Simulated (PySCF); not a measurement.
## Excitation energy of Cr⁺ by level of theory

Cr⁺ [Ar] 3d5 (6S) → Cr⁺ [Ar] 3d4 4p1 (high-spin determinant), as a difference of total energies. Calculation: PySCF 2.14, in aug-cc-pVDZ; no relativity, point nucleus. Correlated levels: valence: [Ar] frozen. The calculations carry no spin-orbit coupling.

```tsv
method	excitation energy (cm⁻¹)
UHF	41148
LDA	50145
PBE	48279
PBE0	47717
r2SCAN	47695
wB97X	48476
M06-2X	45521
CAM-B3LYP	47953
wB97M-V	48174
MP2 (valence)	47128
SCS-MP2 (valence)	43141
```

A first-order spin-orbit estimate (lowest level to lowest level, LS coupling) adds -0.064 eV.

The determinant of the upper state mixes LS terms, which raises its energy above the lowest term, most at the Hartree-Fock and MP2 levels.
